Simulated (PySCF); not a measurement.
Vertical excitations of a molecule C₃H₇BFN from TDDFT-PBE0/def2-SVPD in PySCF, as energy in eV (oscillator strength): 6.03 (0.212), 6.51 (0.007), 6.54 (0.002), 7.10 (0.091), 7.55 (0.060), 7.68 (0.010), 7.81 (0.032), 7.92 (0.005), 8.08 (0.023), 8.19 (0.051). Lowest triplet (TDA): 3.82 eV. Geometry: ωB97X-D3(BJ)/def2-SVP. One conformer was computed; it need not be the lowest.

Identify the compound among the candidates.
A) C=C(F)B(C)N
B) NB1CC(F)C1
C) C=C(C)B(N)F
D) C=CCB(N)F

A, C=C(F)B(C)N
